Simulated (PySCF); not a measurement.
CH4OTe, SMILES CO[TeH].

Geometry optimised at PBE-D3(BJ)/def2-SVP. The def2 effective core potentials stand for the cores of Te; spin–orbit coupling is left out.

Computed with TDA-ωB97X/def2-SVPD run with PySCF 2.14.0.

Vertical excitations. Isolated molecule, no solvent.

Computed lowest excited states:
| state | energy (eV) | λ (nm) | f | main pairs |
|---|---|---|---|---|
| S1 | 2.93 | 423 | 0.002 | HOMO→LUMO 96 % |
| S2 | 4.73 | 262 | 0.004 | HOMO−1→LUMO 81 % |
| S3 | 4.84 | 256 | 0.006 | HOMO→LUMO+1 80 % |
| S4 | 6.39 | 194 | 0.164 | HOMO−2→LUMO 80 % |
| S5 | 6.70 | 185 | 0.268 | HOMO→LUMO+5 61 %, HOMO→LUMO+4 18 % |
| S6 | 6.88 | 180 | 0.033 | HOMO−3→LUMO 77 % |
| S7 | 7.00 | 177 | 0.000 | HOMO→LUMO+2 94 % |
| S8 | 7.15 | 173 | 0.045 | HOMO−1→LUMO+1 63 %, HOMO→LUMO+3 12 % |
| S9 | 7.29 | 170 | 0.029 | HOMO→LUMO+3 72 %, HOMO−1→LUMO+1 12 % |
| S10 | 7.51 | 165 | 0.024 | HOMO→LUMO+4 59 %, HOMO→LUMO+5 21 % |
| T1 | 2.21 | 561 | 0 | HOMO→LUMO 94 % |
| T2 | 4.14 | 299 | 0 | HOMO−1→LUMO 79 % |
| T3 | 4.21 | 294 | 0 | HOMO→LUMO+1 71 %, HOMO−1→LUMO 11 % |
| T4 | 4.94 | 251 | 0 | HOMO−2→LUMO 86 % |
Triplets are in the Tamm–Dancoff approximation.
